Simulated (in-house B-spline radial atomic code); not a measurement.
RPA and G0W0 for the titanium ion Ti⁷⁺, [Ne] 3s2 3p3, highest spin, as one setting changes: the highest l of the empty states. Start: r2SCAN. A dash marks a level of low quasi-particle weight. Computed with a B-spline radial code for spherical atoms: all electrons, scalar-relativistic (spin-free one-electron X2C), finite nucleus, each spin shell either full or empty, empty states to the listed l with an (l + 1/2)⁻⁴ tail; G0W0 by contour deformation at full frequency.

| highest l of the empty states | RPA summed (Eh) | RPA extrapolated (Eh) | G0W0 level (eV) |
| --- | --- | --- | --- |
| 3 | -0.86875 | -0.97182 | 3p up -169.19 |
| 4 | -0.92433 | -0.98394 | 3p up -169.36 |
| 5 | -0.94609 | -0.97639 | 3p up -169.33 |
| 6 | -0.95631 | -0.97387 | 3p up -169.32 |
| 7 | ? | ? | ? |
| 8 | -0.96486 | -0.97228 | 3p up -169.32 |
| 9 | -0.96678 | -0.97199 | 3p up -169.32 |
| 10 | ? | ? | ? |
| 11 | -0.96886 | -0.97165 | 3p up -169.32 |

Task: What belongs in the row for 10?

Result: RPA summed (Eh): -0.96803; RPA extrapolated (Eh): -0.97179; G0W0 level (eV): 3p up -169.32.

Task: What belongs in the row for 7?

Result: RPA summed (Eh): -0.96173; RPA extrapolated (Eh): -0.97281; G0W0 level (eV): 3p up -169.32.
